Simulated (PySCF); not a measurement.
SMILES [F][Mg][SiH3] (PBE0/def2-SVP optimised geometry):

```
6

Mg     0.682    -0.349     0.000
F      2.445    -0.334    -0.002
Si    -1.874    -0.349     0.000
H     -2.434     1.043     0.000
H     -2.445    -1.043     1.202
H     -2.440    -1.040    -1.206
```

Computed with PySCF with PBE0/def2-TZVP.

Problem. What are the frontier orbital energies and the dipole moment?

Solution. HOMO-2 -9.68 eV, HOMO-1 -9.68 eV, HOMO -7.53 eV, LUMO -1.23 eV, LUMO+1 -0.88 eV; dipole moment 1.43 D.

Meta-Löwdin charges at PBE0/def2-TZVP: Mg1 1.32, F2 -0.85, Si3 -0.28, H4 -0.06, H5 -0.06, H6 -0.06.
